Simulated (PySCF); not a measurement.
CHO3, charge -1, singlet, at a GFN2-xTB geometry, with bond 3-2 at 1.8 times its length; HF/def2-SV(P) run with PySCF.

PySCF was given this input:
```python
from pyscf import gto, scf

mol = gto.M(
    atom='''
O     1.133934   -0.595474    0.060069
C    -0.172049    0.046248   -0.010546
O    -0.073844    2.255238    0.068046
O    -1.108087   -0.728969   -0.101257
H     1.765446    0.130336    0.127853
''',
    basis='def2-sv(p)',
    charge=-1,
    spin=0,
    verbose=4,
)

mf = scf.RHF(mol)
mf.kernel()
mo_i, mo_e, stable_i, stable_e = mf.stability(internal=True, external=True, return_status=True, nroots=6, tol=1e-6)
print('internally stable:', stable_i, ' externally stable:', stable_e)
if not stable_e:
    umf = mf.to_uhf() if not hasattr(mf, 'xc') else mf.to_uks()
    umf.scf_summary = {}
    umf.kernel(umf.make_rdm1(mo_e, umf.mo_occ))
mf.analyze()
```

What the program printed (banner, timings and long lists left out):

```
PySCF version 2.14.0

[INPUT] verbose = 4
[INPUT] num. atoms = 5
[INPUT] num. electrons = 32
[INPUT] charge = -1
[INPUT] spin (= nelec alpha-beta = 2S) = 0
[INPUT] symmetry False subgroup None
[INPUT] Mole.unit = angstrom
[INPUT] Symbol           X                Y                Z      unit          X                Y                Z       unit  Magmom
[...]
nuclear repulsion = 95.3796645141501
number of shells = 26
number of NR pGTOs = 100
number of NR cGTOs = 58
basis = def2-sv(p)
ecp = {}

******** <class 'pyscf.scf.hf.RHF'> ********
method = RHF
initial guess = minao
damping factor = 0
level_shift factor = 0
DIIS = <class 'pyscf.scf.diis.CDIIS'>
diis_start_cycle = 1
diis_space = 8
diis_damp = 0
SCF conv_tol = 1e-09
SCF conv_tol_grad = None
SCF max_cycles = 50
direct_scf = True
direct_scf_tol = 1e-13
Set gradient conv threshold to 3.16228e-05
Initial guess from minao.
init E= -262.273606922012
cycle= 1 E= -262.076008476324  delta_E= 0.198  |g|= 1.31  |ddm|= 2.24
cycle= 2 E= -259.622401152473  delta_E= 2.45  |g|= 3.03  |ddm|= 3.75
cycle= 3 E= -262.515288564915  delta_E= -2.89  |g|= 0.477  |ddm|=  3.2
cycle= 4 E= -262.597485297775  delta_E= -0.0822  |g|= 0.223  |ddm|= 0.565
cycle= 5 E= -262.620664731687  delta_E= -0.0232  |g|= 0.132  |ddm|= 0.285
cycle= 6 E= -262.632700043143  delta_E= -0.012  |g|= 0.0844  |ddm|= 0.319
cycle= 7 E= -262.635159708793  delta_E= -0.00246  |g|= 0.0266  |ddm|= 0.153
cycle= 8 E= -262.635324097495  delta_E= -0.000164  |g|= 0.00569  |ddm|= 0.0277
cycle= 9 E= -262.635337476055  delta_E= -1.34e-05  |g|= 0.00175  |ddm|= 0.00816
cycle= 10 E= -262.63533914999  delta_E= -1.67e-06  |g|= 0.000638  |ddm|= 0.00266
cycle= 11 E= -262.635339501602  delta_E= -3.52e-07  |g|= 0.000304  |ddm|= 0.00138
cycle= 12 E= -262.635339653494  delta_E= -1.52e-07  |g|= 0.000198  |ddm|= 0.000936
cycle= 13 E= -262.635339769242  delta_E= -1.16e-07  |g|= 0.000146  |ddm|= 0.000912
cycle= 14 E= -262.635339871563  delta_E= -1.02e-07  |g|= 7.86e-05  |ddm|= 0.00126
cycle= 15 E= -262.635339898561  delta_E= -2.7e-08  |g|= 4.1e-05  |ddm|= 0.000745
cycle= 16 E= -262.635339902672  delta_E= -4.11e-09  |g|= 6.65e-06  |ddm|= 0.000351
cycle= 17 E= -262.635339902728  delta_E= -5.58e-11  |g|= 1.62e-06  |ddm|= 3.5e-05
Extra cycle  E= -262.63533990273  delta_E= -2.16e-12  |g|= 7.64e-07  |ddm|= 2.9e-06
converged SCF energy = -262.63533990273
rhf_internal: lowest eigs of H = [0.26518173 0.27134077 0.83103302 1.07337823 1.15086043 1.32481624]
[...]
<class 'pyscf.scf.hf.RHF'> wavefunction is stable in the internal stability analysis
<class 'pyscf.scf.hf.RHF'> wavefunction is stable in the real -> complex stability analysis
<class 'pyscf.scf.hf.RHF'> wavefunction has an RHF/RKS -> UHF/UKS instability
internally stable: True  externally stable: False
[...]
cycle= 10 E= -262.661817477653  delta_E= -2.19e-05  |g|= 0.00153  |ddm|= 0.00866
cycle= 11 E= -262.661826871665  delta_E= -9.39e-06  |g|= 0.00113  |ddm|= 0.00606
cycle= 12 E= -262.661831058572  delta_E= -4.19e-06  |g|= 0.000806  |ddm|= 0.00553
cycle= 13 E= -262.661833399028  delta_E= -2.34e-06  |g|= 0.000553  |ddm|= 0.00331
cycle= 14 E= -262.661835148563  delta_E= -1.75e-06  |g|= 0.000427  |ddm|= 0.0026
cycle= 15 E= -262.66183650171  delta_E= -1.35e-06  |g|= 0.000314  |ddm|= 0.00261
cycle= 16 E= -262.661837267116  delta_E= -7.65e-07  |g|= 0.000268  |ddm|= 0.00187
cycle= 17 E= -262.66183762057  delta_E= -3.53e-07  |g|= 0.000258  |ddm|= 0.000883
cycle= 18 E= -262.661837876085  delta_E= -2.56e-07  |g|= 0.000252  |ddm|= 0.000626
cycle= 19 E= -262.661838325185  delta_E= -4.49e-07  |g|= 0.000246  |ddm|= 0.00109
cycle= 20 E= -262.661839638921  delta_E= -1.31e-06  |g|= 0.00023  |ddm|= 0.0033
cycle= 21 E= -262.661843284938  delta_E= -3.65e-06  |g|= 0.000179  |ddm|= 0.011
cycle= 22 E= -262.661846233516  delta_E= -2.95e-06  |g|= 0.000133  |ddm|= 0.0138
cycle= 23 E= -262.661847005393  delta_E= -7.72e-07  |g|= 8.78e-05  |ddm|= 0.00623
cycle= 24 E= -262.661847433841  delta_E= -4.28e-07  |g|= 3.8e-05  |ddm|= 0.007
cycle= 25 E= -262.661847474191  delta_E= -4.03e-08  |g|= 2.6e-05  |ddm|= 0.00209
cycle= 26 E= -262.661847480358  delta_E= -6.17e-09  |g|= 1.31e-05  |ddm|= 0.000647
cycle= 27 E= -262.661847480968  delta_E= -6.1e-10  |g|= 7.95e-06  |ddm|= 0.000168
Extra cycle  E= -262.661847481064  delta_E= -9.63e-11  |g|= 5.87e-06  |ddm|= 1.41e-05
converged SCF energy = -262.661847481064  <S^2> = 0.76110208  2S+1 = 2.0110714
**** SCF Summaries ****
Total Energy =                        -262.635339902730379
Nuclear Repulsion Energy =              95.379664514150136
One-electron Energy =                 -559.077167596050003
Two-electron Energy =                  201.062163179169517
Two-electron Coulomb Energy =          231.293173603053503
DFT Exchange-Correlation Energy =      -30.231010423883987
**** MO energy ****
[...]
 ** Mulliken pop on meta-lowdin orthogonal AOs  **
 ** Mulliken pop  **
 ** Mulliken atomic charges  **
charge of    0O =     -0.56710
charge of    1C =      0.33307
charge of    2O =     -0.50510
charge of    3O =     -0.55393
charge of    4H =      0.29306

WARN: System has nonzero charge -1; the dipole moment is origin-dependent.
Location of origin: [0. 0. 0.]

Dipole moment(X, Y, Z, Debye):  2.56271, -2.14543,  0.10980
```
